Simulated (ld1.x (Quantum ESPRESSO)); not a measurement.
# u(r) = r·R(r): atom against pseudo-atom (Zn (Z = 30))

Columns: radius, all-electron u(r) and pseudo u(r) of the 3p shell (level -83.40 eV) of zinc in the configuration [Ne] 3s2 3p6 3d10 4s2 4p0; PBE, scalar-relativistic, TM scheme, ld1.x (Quantum ESPRESSO) 7.5.

```csv
r (bohr),all-electron,pseudo
0.044,0.3046,-0.0165
0.088,0.6124,-0.0654
0.132,0.6634,-0.1446
0.176,0.4997,-0.2509
0.220,0.2162,-0.3797
0.264,-0.1072,-0.5249
0.308,-0.4185,-0.6786
0.352,-0.6888,-0.8315
0.396,-0.9063,-0.9735
0.440,-1.0686,-1.0945
0.484,-1.1795,-1.1871
0.528,-1.2454,-1.2469
0.572,-1.2741,-1.2742
0.616,-1.2733,-1.2733
0.660,-1.2500,-1.2500
0.704,-1.2099,-1.2099
0.748,-1.1582,-1.1582
0.792,-1.0987,-1.0987
0.836,-1.0346,-1.0346
0.880,-0.9684,-0.9684
0.924,-0.9018,-0.9018
0.968,-0.8363,-0.8363
1.012,-0.7726,-0.7726
1.056,-0.7117,-0.7117
1.100,-0.6538,-0.6538
1.144,-0.5992,-0.5992
```

Q: How many radial nodes do the two functions have?

A: The all-electron 3p function has n − l − 1 = 1; the pseudo-wave has 0, since the states of the same l below it are removed with the core.

Q: At about which radius was the pseudo-wave matched?

A: 0.65 bohr. The columns agree to 0.0005 from 0.57 bohr on; several derivatives are matched, so the curves merge somewhat inside the radius.

Q: Is the pseudo-wave norm-conserving?

A: Yes: the TM scheme keeps the norm inside the radius equal to the all-electron one, which fixes the energy derivative of the logarithmic derivative at the level.
